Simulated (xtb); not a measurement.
BrSn (SMILES [Br][Sn]), doublet, from a rough starting geometry (GFN-xTB shapes and energies of metal compounds can be far from the true ones) (the spin is typed, not shown lowest); xtb with GFN2-xTB.

The xtb input:
```
$ xtb mol.xyz --gfn 2 --uhf 1 --opt vtight --json

# file mol.xyz
2

Sn    -0.82110058    -0.64521470    -0.76078092
Br     0.81242393     0.66309729     0.70082765
```

### Question
What does xtb print? Leave out banner, timings and long lists.

### Answer

```
   ID    Z sym.   atoms
    1   50 Sn     1
    2   35 Br     2

           -------------------------------------------------
          |                Calculation Setup                |
           -------------------------------------------------

           -------------------------------------------------
          |                 G F N 2 - x T B                 |
           -------------------------------------------------

          ...................................................
          :                      SETUP                      :
          :.................................................:
          :  # basis functions                  20          :
          :  # atomic orbitals                  18          :
          :  # shells                            6          :
          :  # electrons                        11          :
          :  max. iterations                   250          :
          :  Hamiltonian                  GFN2-xTB          :
          :  restarted?                      false          :
          :  GBSA solvation                  false          :
          :  PC potential                    false          :
          :  electronic temp.          300.0000000     K    :
          :  accuracy                    1.0000000          :
          :  -> integral cutoff          0.2500000E+02      :
          :  -> integral neglect         0.1000000E-07      :
          :  -> SCF convergence          0.1000000E-05 Eh   :
          :  -> wf. convergence          0.1000000E-03 e    :
          :  Broyden damping             0.4000000          :
          :  net charge                          0          :
          :  unpaired electrons                  1          :
          ...................................................

 iter      E             dE          RMSdq      gap      omega  full diag
   1     -5.2410087 -0.524101E+01  0.458E+01    0.00       0.0  T
   2     -5.7236116 -0.482603E+00  0.477E+01    0.00       1.0  T
   3     -6.1054218 -0.381810E+00  0.200E+01    0.00       1.0  T
   4     -6.1549251 -0.495033E-01  0.123E+01    0.00       1.0  T
   5     -6.1502274  0.469774E-02  0.130E+01    0.00       1.0  T
   6     -6.2225729 -0.723455E-01  0.464E+00    0.00       1.0  T
   7     -6.2160646  0.650832E-02  0.188E+00    0.00       1.0  T
   8     -6.2223272 -0.626261E-02  0.269E+00    0.00       1.0  T
   9     -6.2227069 -0.379726E-03  0.480E-01    0.00       1.0  T
[...]
         :: total energy              -6.221677572130 Eh    ::
 * total energy  :    -6.2216776 Eh     change       -0.4503065E-12 Eh
 * total energy  :    -6.2179502 Eh     change        0.3727420E-02 Eh
 * total energy  :    -6.2218227 Eh     change       -0.3872570E-02 Eh
 * total energy  :    -6.2218236 Eh     change       -0.8650614E-06 Eh
 * total energy  :    -6.2218236 Eh     change       -0.2200663E-07 Eh
   *** GEOMETRY OPTIMIZATION CONVERGED AFTER 5 ITERATIONS ***
         :: total energy              -6.221823609528 Eh    ::
[...]
      -------------------------------------------------------------
                  HL-Gap            0.0000000 Eh            0.0000 eV
             Fermi-level           -0.3181356 Eh           -8.6569 eV

     #   Z          covCN         q      C6AA      α(0)
     1  50 Sn       0.830     0.219   508.592    49.526
     2  35 Br       0.830    -0.219   190.873    22.275

 Mol. C6AA /au·bohr⁶  :       1301.938493
 Mol. C8AA /au·bohr⁸  :     129573.344173
 Mol. α(0) /au        :         71.800885

Wiberg/Mayer (AO) data.
largest (>0.10) Wiberg bond orders for each atom

 ---------------------------------------------------------------------------
     #   Z sym  total        # sym  WBO       # sym  WBO       # sym  WBO
 ---------------------------------------------------------------------------
     1  50 Sn   1.310 --     2 Br   1.310
     2  35 Br   1.310 --     1 Sn   1.310
 ---------------------------------------------------------------------------

Topologies differ in total number of bonds
Writing topology from bond orders to xtbtopo.mol

molecular dipole:
                 x           y           z       tot (Debye)
 q only:       -0.668      -0.535      -0.597
   full:       -1.567      -1.255      -1.402       6.224
molecular quadrupole (traceless):
                xx          xy          yy          xz          yz          zz
 q only:       -0.014      -0.010      -0.057       0.064       0.030       0.071
  q+dip:       -0.160      -0.574      -0.016      -0.464      -0.421       0.176
   full:       -0.442      -1.788       0.245      -1.820      -1.507       0.197

           -------------------------------------------------
          |                Geometry Summary                 |
           -------------------------------------------------

      molecular mass/u    :      198.6136404
   center of mass at/Å    :       -0.1621637      -0.1174632      -0.1711921
  moments of inertia/u·Å² :        0.5365048E-13   0.3043832E+03   0.3043832E+03
rotational constants/cm⁻¹ :        0.3142121E+15   0.5538292E-01   0.5538292E-01

optimized geometry written to: xtbopt.xyz

           -------------------------------------------------
          | TOTAL ENERGY               -6.221823609528 Eh   |
          | GRADIENT NORM               0.000000254439 Eh/α |
          | HOMO-LUMO GAP               0.000000001871 eV   |
           -------------------------------------------------

normal termination of xtb
```
